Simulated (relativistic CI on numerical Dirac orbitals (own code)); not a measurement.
# How well does a small relativistic CI reproduce Nb VII?

Computed by Dirac-Coulomb-Breit CI, separate exchange-only KLI orbitals for each configuration, model QED (radiative potential, 1s self-energy scaled to tabulated hydrogen-like ionisation energies), valence Slater integrals scaled by 0.9, P86 correlation estimate, and configurations built on the next ion tied to the tabulated ionisation energy (semi-empirical) (own radial code, finite nucleus).

CI space (outside the closed core [Ar] 3d10): 4s2 4p5, 4s2 4p4 4d, 4s2 4p4 5s, 4s2 4p4 5p, 4s2 4p4 5d, 4s2 4p4 6s, 4s2 4p4 4f, 4s2 4p4 5f, 4s 4p6, 4s2 4p3 4d2, 4s 4p5 4d, 4s 4p5 4f, 4p5 4d2, 4s2 4p3 4f2, 4p6 4d, 4s 4p4 4d2, 4s2 4p3 4d 4f, 4s2 4p4 6p, 4s 4p5 5s, 4s2 4p4 5g, 4s2 4p4 6d, 4p5 4f2, 4s 4p5 5p, 4s2 4p3 4d 5s. Levels of other configurations are missing.

| Configuration | Term (tabulated) | J | Measured (cm⁻¹) | Computed | Error | Purity (%) |
| --- | --- | --- | --- | --- | --- | --- |
| 4s2 4p5 | 2P° | 3/2 | 0.0 | 0 | 0 | 98 |
| 4s2 4p5 | 2P° | 1/2 | 19185.0 | 18968 | -217 | 97 |
| 4s 4p6 | 2S | 1/2 | 212501.0 | 214238 | 1737 | 73 |
| 4s2 4p4 5s | 4P | 1/2 | 426310.0 | 458586 | 32276 | 88 |
| 4s2 4p4 5s | 2D † | 5/2 | 455071.0 | 477953 | 22882 | 91 |
| 4s2 4p4 5s | 2P | 1/2 | 458824.0 | 468088 | 9264 | 92 |
| 4s2 4p4 5s | 2D † | 3/2 | 464153.0 | 478792 | 14639 | 86 |
| 4s2 4p4 5s | 2S | 1/2 | 506552.0 | 512159 | 5607 | 82 |

Measured levels from Moore, Atomic Energy Levels, vol. II, NSRDS-NBS 35 (1971 reprint of NBS Circular 467, 1952); pairs were made by configuration, J and term (by order where the table uses no LS term), so strongly mixed levels may be paired wrongly. The analysis dates from before 1960.

Mean error by configuration (cm⁻¹): 4s2 4p5 -217; 4s 4p6 1737; 4s2 4p4 5s 15716. Over the excited levels the mean absolute error is 9820 cm⁻¹ (7 of the 8 excited levels that our extract of the source holds in range could be paired, and the others can miss by more), and the median relative error of those above 1,000 cm⁻¹ is 1.1 %. † marks terms whose computed intervals miss the measured ones by more than a factor of 2.5, or configurations far off the rest, from wrong mixing, a near crossing or a doubtful label or measurement; they are left out of the means.
